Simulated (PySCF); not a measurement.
## Ionisation energy of Rh²⁺ by level of theory

Rh²⁺ [Kr] 4d7 [4d3/2^4 4d5/2^3, M_J = 9/2] → Rh³⁺ [Kr] 4d6 [4d3/2^4 4d5/2^2, M_J = 4], as a difference of total energies. All numbers are calculated (PySCF 2.14, the two-component X2C-1e Hamiltonian, in x2c-QZVPPall-2c (13s12p9d4f2g, 140 functions)). Correlated levels: [Ar] 3d10 frozen; the 32 highest virtual spinors dropped. "Screened" scales the spin-orbit matrix elements by Boettger's factors to mimic the two-electron term; Breit and QED terms are absent.

```tsv
method	ionisation energy (eV)
GHF (spin-free)	29.239
GMP2 (spin-free)	30.803
GHF (screened spin-orbit)	29.294
GMP2 (screened spin-orbit)	30.864
```

**Question.** How much does correlation contribute at GMP2 (screened spin-orbit)?

**Answer.** 30.864 − (29.294) = 1.570 eV, measured against GHF (screened spin-orbit).

The spin-free rows relax to the high-spin LS determinant and lack the spin-orbit shift.

The labels give the starting determinants; with spin-orbit coupling the two ends relaxed to ⟨J²⟩ = 24.76, ⟨L²⟩ = 12.17, ⟨S²⟩ = 3.71 and ⟨J²⟩ = 20.01, ⟨L²⟩ = 6.10, ⟨S²⟩ = 5.96.

For comparison: 31.06 eV (semi-empirical (NIST evaluation); NIST Atomic Spectra Database, ionization energies).
